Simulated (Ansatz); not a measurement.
Ansatz (an electronic-structure program) input:
A basis named .json is the Basis Set Exchange file of that set.

Ansatz 0.2 input:
```yaml
crystal:
  periodic: [false, false, false]
  atoms:
    - {symbol: Li, position_ang: [-1.02562525, -0.63876841, -0.86919036]}
    - {symbol: O, position_ang: [0.28597198, 0.13039418, 0.24605443]}
    - {symbol: H, position_ang: [0.78909988, 0.87315175, 0.63913559]}
basis:
  gaussian:
    orbitals: def2-TZVPPD.json
total_charge: 1
magnetization: {spin_polarized: true, initial_magnetization: 1}
correlation: {method: ccsd_t, electrons: outside_noble_gas}
```

Task: Predict the final energy.

Result: -82.91595 Eh (CCSD(T)/def2-TZVPPD). The basis has 79 functions.
